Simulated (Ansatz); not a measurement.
Breaking the C2–H3 bond in CH5NSi (SMILES C[Si]N) (multiplicity 1 held, fragments rigid). Energies count from the point at 1.093 Å.
Geometry at that point (charge 0, multiplicity 1):
```xyz
8

Si    -0.2770    -0.0299     0.6534
C      0.5814     1.3396    -0.3708
H      0.1332     2.3155    -0.1673
H      0.5786     1.1721    -1.4515
H      1.6258     1.4080    -0.0421
N     -0.2193    -1.2951    -0.5031
H      0.1577    -1.2308    -1.4393
H     -0.5711    -2.2185    -0.3004
```

Signs of static correlation in cc-pV(T+d)Z, with CASSCF(2,2), from Ansatz (a program for electronic structure) runs.

| R (Å) | T1 of restricted CCSD | largest double amplitude of restricted CCSD | weight of the CASSCF reference in MRCISD | CASSCF natural occupations |
|---|---|---|---|---|
| 0.874 | 0.013 | 0.081 | 0.874 | 1.99 0.01 |
| 0.984 | 0.013 | 0.082 | 0.874 | 1.99 0.01 |
| 1.093 | 0.013 | 0.082 | 0.874 | 1.98 0.02 |
| 1.202 | 0.013 | 0.082 | 0.873 | 1.98 0.02 |
| 1.312 | 0.014 | 0.082 | 0.873 | 1.97 0.03 |
| 1.476 | 0.015 | 0.081 | 0.873 | 1.94 0.06 |
| 1.640 | 0.016 | 0.076 | 0.873 | 1.91 0.09 |
| 1.913 | 0.020 | ? | 0.873 | 1.83 0.17 |
| 2.186 | 0.027 | 0.243 | 0.873 | 1.72 0.28 |
| 2.514 | 0.039 | 0.381 | 0.874 | 1.54 0.46 |
| 2.951 | 0.055 | ? | 0.874 | 1.33 0.67 |
| 3.498 | 0.071 | 0.728 | 0.874 | 1.16 0.84 |

Question: Complete the blanks.

Answer: 
- 1.913, largest double amplitude of restricted CCSD: 0.111
- 2.951, largest double amplitude of restricted CCSD: 0.554

Doubts at one or more of the structures used: a restricted determinant that unrestricted orbitals would lower (R-CCSD(T)/cc-pV(T+d)Z); other coupled-cluster roots lie near (R-CCSD(T)/cc-pV(T+d)Z); T1 above 0.05 (R-CCSD(T)/cc-pV(T+d)Z).
